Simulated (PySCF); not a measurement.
From one molecule to another.

First species: C7H5NS.
SMILES with atom numbers: `[N:1]#[C:2][S:3][c:4]1[cH:5][cH:6][cH:7][cH:8][cH:9]1` (hydrogens: H10 on C5; H11 on C6; H12 on C7; H13 on C8; H14 on C9)

Second species: C6H9Br.
Bonds: C1–C2 (double), C2–Br3, C2–C4, C4–C5 (double), C4–C6, C6–C7. Hydrogens: H8, H9 on C1; H10, H11 on C5; H12, H13 on C6; H14, H15, H16 on C7.

Levels: B3LYP/def2-SVPD for dipole moment, HOMO energy, LUMO energy, HOMO–LUMO gap, static isotropic polarisability and electronic spatial extent ⟨r²⟩ about the centre of nuclear charge; TDDFT B3LYP/def2-SVPD for lowest singlet excitation; PBE0-D3(BJ)/def2-SVP for rotational constant A and rotational constant C. Geometries: PBE0-D3(BJ)/def2-SVP. Each species is one conformer at its optimised geometry, gas phase, non-relativistic unless stated. Electronic properties by PySCF.

The conformers computed, where there is a choice (atom-mapped SMILES and torsion angles):
- `[N:1]#[C:2][S:3][c:4]1[cH:5][cH:6][cH:7][cH:8][cH:9]1`: C2–S3–C4–C5 -94°
- `[CH2:1]=[C:2]([Br:3])[C:4](=[CH2:5])[CH2:6][CH3:7]`: C1–C2–C4–C5 174°, C2–C4–C6–C7 -76°

```tsv
property	column X	column Y
dipole moment	4.84 D	1.88 D
HOMO energy	-7.51 eV	-6.76 eV
LUMO energy	-1.58 eV	-1.50 eV
HOMO–LUMO gap	5.93 eV	5.26 eV
lowest singlet excitation	4.96 eV	5.11 eV
static isotropic polarisability	104.0 au	97.9 au
electronic spatial extent ⟨r²⟩ about the centre of nuclear charge	1436 bohr²	1390 bohr²
rotational constant A	3.150 GHz	3.563 GHz
rotational constant C	0.830 GHz	0.816 GHz
```

(1) Which column belongs to which species?

(2) How does each property change from the first species to the second?

Results:

(1) Column X is the first species and column Y the second. The first has 14 atoms and 70 electrons, the second 16 and 80.

(2) dipole moment -2.96 D; HOMO energy +0.75 eV; LUMO energy +0.08 eV; HOMO–LUMO gap -0.67 eV; lowest singlet excitation +0.15 eV; static isotropic polarisability -6.1 au; electronic spatial extent ⟨r²⟩ about the centre of nuclear charge -46 bohr²; rotational constant A +0.413 GHz; rotational constant C -0.014 GHz.

On the first: The principal polarisabilities are 79.4, 96.8 and 135.8 au; their mean is the isotropic value. In wavenumbers S1 is 40000 cm⁻¹ (1 eV = 8065.54 cm⁻¹).

On the second: A dipole of 1.88 D is allowed in C1, and pure rotational transitions are dipole-allowed. The polarisability is 14.51 Å³ as a volume (1 au = 0.148185 Å³), or 1.22 au for each of the 80 electrons. The calculation is non-relativistic and has no spin–orbit coupling, an omission that weighs most on bromine.
